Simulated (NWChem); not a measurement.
System: BCl₂, doublet; SMILES [B](Cl)Cl

Output (shortened):

```
             Northwest Computational Chemistry Package (NWChem) 7.3.0
             --------------------------------------------------------

 C2V symmetry detected

                             Geometry "geometry" -> ""
                             -------------------------

 Output coordinates in angstroms (scale by  1.889725989 to convert to a.u.)

  No.       Tag          Charge          X              Y              Z
 ---- ---------------- ---------- -------------- -------------- --------------
    1 Cl                  17.0000     1.53021100     0.00000000    -0.10298423
    2 B                    5.0000     0.00000000     0.00000000     0.70029277
    3 Cl                  17.0000    -1.53021100     0.00000000    -0.10298423

 Effective nuclear repulsion energy (a.u.)     102.0241127762

      Symmetry information
      --------------------

 Group name             C2v
 Group number             16
 Group order               4
 No. of unique centers     2

                                 NWChem DFT Module
                                 -----------------

 Summary of "ao basis" -> "ao basis" (spherical)
 ------------------------------------------------------------------------------
       Tag                 Description            Shells   Functions and Types
 ---------------- ------------------------------  ------  ---------------------
 Cl                        def2-svpd                11       27   5s4p2d
 B                         def2-svpd                 8       20   4s2p2d

      Symmetry analysis of basis
      --------------------------

        a1         29
        a2         10
        b1         23
        b2         12

            General Information
            -------------------
          SCF calculation type: DFT
          Wavefunction type:  spin polarized.
          No. of atoms     :     3
          No. of electrons :    39
           Alpha electrons :    20
            Beta electrons :    19
          Charge           :     0
          Spin multiplicity:     2
          Use of symmetry is: off; symmetry adaption is: on
          Maximum number of iterations: 150
          AO basis - number of functions:    74
                     number of shells:    30
          Convergence on energy requested:  1.00D-06
          Convergence on density requested:  1.00D-05
          Convergence on gradient requested:  5.00D-04

              XC Information
              --------------
                         PBE0 Method XC Functional
                     Hartree-Fock (Exact) Exchange  0.250
          PerdewBurkeErnzerhof Exchange Functional  0.750
            Perdew 1991 LDA Correlation Functional  1.000 local
           PerdewBurkeErnz. Correlation Functional  1.000 non-local

             Grid Information
             ----------------
          Grid used for XC integration:  medium
          Radial quadrature: Mura-Knowles
          Angular quadrature: Lebedev.
          Tag              B.-S. Rad. Rad. Pts. Rad. Cut. Ang. Pts.
          ---              ---------- --------- --------- ---------
          Cl                  1.00       88          12.0       590
          B                   0.85       49          10.0       434
          Grid pruning is: on
          Number of quadrature shells:   225
          Spatial weights used:  Erf1

      Superposition of Atomic Density Guess
      -------------------------------------

 Sum of atomic energies:        -943.16333797

      Non-variational initial energy
      ------------------------------

 Total energy =    -943.886561
 1-e energy   =   -1504.708986
 2-e energy   =     458.798312
 HOMO         =      -0.116200
 LUMO         =       0.029500

   Symmetry analysis of molecular orbitals - initial alpha
   -------------------------------------------------------

  Numbering of irreducible representations:

     1 a1          2 a2          3 b1          4 b2

  Orbital symmetries:

     1 b1          2 a1          3 a1          4 b1          5 a1
     6 b1          7 a1          8 b2          9 b1         10 a2
    11 a1         12 a1         13 b1         14 a1         15 b1
    16 a1         17 b2         18 a2         19 b1         20 a1
    21 b2         22 a1         23 b1         24 a1         25 b2
    26 a1         27 a2         28 b1         29 a1         30 b1

   Symmetry analysis of molecular orbitals - initial beta
   ------------------------------------------------------

  Numbering of irreducible representations:

     1 a1          2 a2          3 b1          4 b2

  Orbital symmetries:

     1 b1          2 a1          3 a1          4 b1          5 a1
     6 b1          7 a1          8 b2          9 b1         10 a2
    11 a1         12 a1         13 b1         14 a1         15 b1
    16 a1         17 b2         18 a2         19 b1         20 a1
    21 b2         22 a1         23 b1         24 a1         25 b2
    26 a1         27 a2         28 b1         29 a1         30 b1

 !! scf_movecs_sym_adapt:    8 vectors were symmetry contaminated

  Symmetry fudging

 !! scf_movecs_sym_adapt:    6 vectors were symmetry contaminated

  Symmetry fudging

   convergence    iter        energy       DeltaE   RMS-Dens  Diis-err
 ---------------- ----- ----------------- --------- --------- ---------
 d= 0,ls=0.0,diis     1   -944.5560703794 -1.05D+03  1.28D-02  1.07D-01
                                                     6.22D-03  9.46D-02

 !! scf_movecs_sym_adapt:    9 vectors were symmetry contaminated

  Symmetry fudging

 !! scf_movecs_sym_adapt:    9 vectors were symmetry contaminated

  Symmetry fudging
 d= 0,ls=0.0,diis     2   -944.5361120875  2.00D-02  4.39D-03  1.35D-01
                                                     4.40D-03  1.39D-01

 !! scf_movecs_sym_adapt:    4 vectors were symmetry contaminated

  Symmetry fudging

 !! scf_movecs_sym_adapt:    4 vectors were symmetry contaminated

  Symmetry fudging
 d= 0,ls=0.0,diis     3   -944.6182564856 -8.21D-02  1.38D-03  5.44D-03
                                                     7.60D-04  4.15D-03

 !! scf_movecs_sym_adapt:    4 vectors were symmetry contaminated

  Symmetry fudging

 !! scf_movecs_sym_adapt:    4 vectors were symmetry contaminated

  Symmetry fudging
 d= 0,ls=0.0,diis     4   -944.6213303558 -3.07D-03  3.61D-04  1.65D-04
                                                     2.27D-04  2.02D-04

 !! scf_movecs_sym_adapt:    4 vectors were symmetry contaminated

  Symmetry fudging

[...]

                                NWChem TDDFT Module
                                -------------------

            General Information
            -------------------
           No. of orbitals :     148
            Alpha orbitals :      74
             Beta orbitals :      74
        Alpha frozen cores :       0
         Beta frozen cores :       0
     Alpha frozen virtuals :       0
      Beta frozen virtuals :       0
         Spin multiplicity :       2
    Number of AO functions :      74
        Use of symmetry is : off
      Symmetry adaption is : on
         Schwarz screening :  0.10D-07

              XC Information
              --------------
                  PBE0 Method XC Functional
              Hartree-Fock (Exact) Exchange   0.25
   PerdewBurkeErnzerhof Exchange Functional   0.75
     Perdew 1991 LDA Correlation Functional   1.00 local
    PerdewBurkeErnz. Correlation Functional   1.00 non-local

             TDDFT Information
             -----------------
          Calculation type : Tamm-Dancoff TDDFT
         Wavefunction type : Unrestricted
          No. of electrons :      39
           Alpha electrons :      20
            Beta electrons :      19
              No. of roots :       8
          Max subspacesize :    5600
            Max iterations :     100
               Target root :       1
           Target symmetry : none
      Symmetry restriction : off
                 Algorithm : Optimal
        Davidson threshold :  0.10D-03

    8 smallest eigenvalue differences (eV)
--------------------------------------------------------
  No. Spin  Occ  Vir  Irrep   E(Occ)    E(Vir)   E(Diff)
--------------------------------------------------------
    1    1   20   21 b2       -0.243    -0.079     4.462
    2    1   20   22 a1       -0.243     0.018     7.108
    3    2   19   20 b1       -0.355    -0.079     7.509
    4    1   19   21 a2       -0.360    -0.079     7.633
    5    1   20   23 b1       -0.243     0.047     7.897
    6    1   18   21 b1       -0.370    -0.079     7.915
    7    2   18   20 a2       -0.370    -0.079     7.932
    8    1   20   24 a1       -0.243     0.051     8.010
--------------------------------------------------------

  Entering Davidson iterations
  Unrestricted

  Iter   NTrls   NConv    DeltaV     DeltaE      Time
  ----  ------  ------  ---------  ---------  ---------
    1      8       0     0.10E+00   0.10+100        7.9
    2     16       0     0.35E-01   0.16E-01        8.8
    3     24       0     0.62E-01   0.34E-02        8.8
    4     32       0     0.78E-02   0.73E-02        8.8
    5     40       3     0.19E-02   0.97E-04        7.1
    6     45       5     0.10E-02   0.16E-04        4.2
    7     48       7     0.38E-03   0.26E-05        3.0
    8     49       7     0.11E-03   0.21E-06        1.9
    9     50       8     0.65E-04   0.66E-08        2.0
  ----  ------  ------  ---------  ---------  ---------
  Convergence criterion met

  Ground state a1       -944.621495115151 a.u.
  <S2> =   0.7531

  ----------------------------------------------------------------------------
  Root   1         b2             0.086292710 a.u.                2.3481 eV
  <S2> =   0.7774
  ----------------------------------------------------------------------------
     Transition Moments    X -0.00000   Y  0.34604   Z  0.00000
     Dipole Oscillator Strength                    0.0068884894
     Electric Quadrupole                           0.0000000087
     Magnetic Dipole                               0.0000006931
     Total Oscillator Strength                     0.0068891913

     Occ.   20 alpha a1  ---  Virt.   21 alpha b2      -0.99371
     Occ.   16 beta  b2  ---  Virt.   20 beta  a1       0.05024
  ----------------------------------------------------------------------------
  Root   2         a2             0.212414894 a.u.                5.7801 eV
  <S2> =   2.0329
  ----------------------------------------------------------------------------
     Transition Moments    X  0.00000   Y  0.00000   Z -0.00000
     Dipole Oscillator Strength                    0.0000000000
     Electric Quadrupole                           0.0000000034
     Magnetic Dipole                               0.0000001711
     Total Oscillator Strength                     0.0000001745

     Occ.   19 alpha b1  ---  Virt.   21 alpha b2       0.98088
     Occ.   18 beta  a2  ---  Virt.   20 beta  a1       0.10919
     Occ.   19 beta  b1  ---  Virt.   21 beta  b2      -0.14909
  ----------------------------------------------------------------------------
  Root   3         b1             0.213558874 a.u.                5.8112 eV
  <S2> =   1.0919
  ----------------------------------------------------------------------------
     Transition Moments    X -0.00033   Y -0.00000   Z -0.00000
     Dipole Oscillator Strength                    0.0000000157
     Electric Quadrupole                           0.0000000039
     Magnetic Dipole                               0.0000000000
     Total Oscillator Strength                     0.0000000195

     Occ.   18 alpha a2  ---  Virt.   21 alpha b2       0.44902
     Occ.   18 beta  a2  ---  Virt.   21 beta  b2      -0.09840
     Occ.   19 beta  b1  ---  Virt.   20 beta  a1       0.88231
  ----------------------------------------------------------------------------
  Root   4         a1             0.214979876 a.u.                5.8499 eV
  <S2> =   0.8001
  ----------------------------------------------------------------------------
     Transition Moments    X -0.00000   Y  0.00000   Z  0.00842
     Dipole Oscillator Strength                    0.0000101647
     Electric Quadrupole                           0.0000000339
     Magnetic Dipole                               0.0000000000
     Total Oscillator Strength                     0.0000101986

     Occ.   17 alpha b2  ---  Virt.   21 alpha b2       0.05143
     Occ.   20 alpha a1  ---  Virt.   22 alpha a1       0.96255
     Occ.   20 alpha a1  ---  Virt.   24 alpha a1      -0.12722
     Occ.   20 alpha a1  ---  Virt.   25 alpha a1       0.11789
     Occ.   20 alpha a1  ---  Virt.   28 alpha a1      -0.12222
     Occ.   20 alpha a1  ---  Virt.   34 alpha a1      -0.05165
     Occ.   17 beta  a1  ---  Virt.   20 beta  a1      -0.12992
  ----------------------------------------------------------------------------
  Root   5         b1             0.223563402 a.u.                6.0835 eV
  <S2> =   2.2696
  ----------------------------------------------------------------------------
     Transition Moments    X  0.25647   Y -0.00000   Z -0.00000
     Dipole Oscillator Strength                    0.0098034637
     Electric Quadrupole                           0.0000000046
     Magnetic Dipole                               0.0000000073
     Total Oscillator Strength                     0.0098034756

     Occ.   18 alpha a2  ---  Virt.   21 alpha b2      -0.74010
     Occ.   20 alpha a1  ---  Virt.   23 alpha b1      -0.13370
     Occ.   20 alpha a1  ---  Virt.   30 alpha b1      -0.05557
     Occ.   15 beta  b1  ---  Virt.   20 beta  a1       0.05948
     Occ.   18 beta  a2  ---  Virt.   21 beta  b2       0.48411
     Occ.   19 beta  b1  ---  Virt.   20 beta  a1       0.42671
  ----------------------------------------------------------------------------
  Root   6         a2             0.229004413 a.u.                6.2315 eV
  <S2> =   0.8194
  ----------------------------------------------------------------------------
     Transition Moments    X  0.00000   Y -0.00000   Z -0.00000
     Dipole Oscillator Strength                    0.0000000000
     Electric Quadrupole                           0.0000000147
     Magnetic Dipole                               0.0000001283
     Total Oscillator Strength                     0.0000001430

     Occ.   19 alpha b1  ---  Virt.   21 alpha b2       0.11172
     Occ.   18 beta  a2  ---  Virt.   20 beta  a1      -0.98813
  ----------------------------------------------------------------------------
  Root   7         a1             0.234693228 a.u.                6.3863 eV
  <S2> =   0.8219
  ----------------------------------------------------------------------------
     Transition Moments    X  0.00000   Y  0.00000   Z  0.39010
     Dipole Oscillator Strength                    0.0238098376
     Electric Quadrupole                           0.0000002608
     Magnetic Dipole                               0.0000000000
     Total Oscillator Strength                     0.0238100984

     Occ.   17 alpha b2  ---  Virt.   21 alpha b2      -0.10087
     Occ.   20 alpha a1  ---  Virt.   22 alpha a1       0.16465
     Occ.   20 alpha a1  ---  Virt.   24 alpha a1       0.95174
     Occ.   20 alpha a1  ---  Virt.   25 alpha a1      -0.11936
     Occ.   20 alpha a1  ---  Virt.   28 alpha a1       0.13602
     Occ.   20 alpha a1  ---  Virt.   32 alpha a1      -0.11002
     Occ.   16 beta  b2  ---  Virt.   21 beta  b2       0.05590
  ----------------------------------------------------------------------------
  Root   8         a2             0.237763400 a.u.                6.4699 eV
  <S2> =   1.4600
  ----------------------------------------------------------------------------
     Transition Moments    X -0.00000   Y -0.00000   Z  0.00000
     Dipole Oscillator Strength                    0.0000000000
     Electric Quadrupole                           0.0000000051
     Magnetic Dipole                               0.0000002710
     Total Oscillator Strength                     0.0000002760

[...]
```

Level: PBE0/def2-SVPD, spin-unrestricted, TDA. In the optimisation the excess spin sits in a1 (C2v, its own frame). Geometry: optimised at PBE0/def2-SVP, spin-unrestricted. No stability test was run on the SCF state.

Task: Reconstruct the input file.

Result: Several could match; the one computed here: the input that was run:
```
start job
memory heap 200 mb stack 900 mb global 1100 mb
geometry units angstroms noautoz
  Cl     1.530211     0.000000    -0.099726
  B      0.000000     0.000000     0.703551
  Cl    -1.530211     0.000000    -0.099726
end
basis spherical
  Cl library def2-svpd
  B library def2-svpd
end
dft
  odft
  mult 2
  xc pbe0
  iterations 150
end
tddft
  cis
  nroots 8
end
task tddft energy
```
